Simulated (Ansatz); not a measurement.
BH10NSi3 (`BN([SiH3])[SiH2][SiH3]`) at its PBE0-D4/def2-TZVP geometry, where that method's forces vanish. The species carries charge 0 and has multiplicity 1.

```
atom    x (Å)    y (Å)    z (Å)
  B1   0.2325  -0.0855  -1.6550
  N2  -0.3392   0.5158  -0.5194
 Si3  -1.1269   2.0794  -0.6605
 Si4  -0.2514  -0.2411   1.0687
 Si5   1.2650  -2.0210   1.1137
  H6   0.1501   0.4525  -2.7241
  H7   0.8034  -1.1378  -1.5554
  H8  -2.2173   2.1384   0.3482
  H9  -0.1639   3.1740  -0.3750
 H10  -1.6792   2.2364  -2.0259
 H11  -1.6104  -0.6968   1.4745
 H12   0.1578   0.8056   2.0490
 H13   1.3834  -2.4654   2.5305
 H14   0.7928  -3.1679   0.2960
 H15   2.6033  -1.5866   0.6347
```

Q: For each bond, give half the difference of the two atoms' forces along it (eV/Å; positive pushes the atoms apart) under PBE-D4, r2SCAN-D4, B3LYP-D4, ωB97M-V in def2-TZVPP. (Estimate.)

A: The calculation gave: 
| bond | length (Å) | PBE-D4 | r2SCAN-D4 | B3LYP-D4 | ωB97M-V |
| --- | --- | --- | --- | --- | --- |
| B1–N2 | 1.406 | 0.07 | 0.13 | 0.08 | 0.12 |
| B1–H6 | 1.200 | 0.01 | -0.07 | -0.12 | -0.12 |
| B1–H7 | 1.201 | 0.00 | -0.07 | -0.14 | -0.12 |
| N2–Si3 | 1.756 | 0.13 | 0.02 | 0.12 | 0.10 |
| N2–Si4 | 1.761 | 0.15 | 0.03 | 0.11 | 0.09 |
| Si3–H8 | 1.487 | 0.04 | -0.03 | -0.09 | -0.11 |
| Si3–H9 | 1.486 | 0.04 | -0.03 | -0.08 | -0.13 |
| Si3–H10 | 1.481 | 0.04 | -0.04 | -0.10 | -0.14 |
| Si4–Si5 | 2.339 | -0.13 | 0.00 | 0.08 | 0.04 |
| Si4–H11 | 1.490 | 0.06 | -0.02 | -0.10 | -0.13 |
| Si4–H12 | 1.491 | 0.06 | -0.03 | -0.10 | -0.12 |
| Si5–H13 | 1.490 | 0.10 | -0.03 | -0.08 | -0.10 |
| Si5–H14 | 1.486 | 0.08 | -0.02 | -0.07 | -0.10 |
| Si5–H15 | 1.486 | 0.08 | -0.01 | -0.06 | -0.10 |

B3LYP here is the variant with VWN-RPA as its local correlation; programs differ in this.

Program: Ansatz 0.2.0.
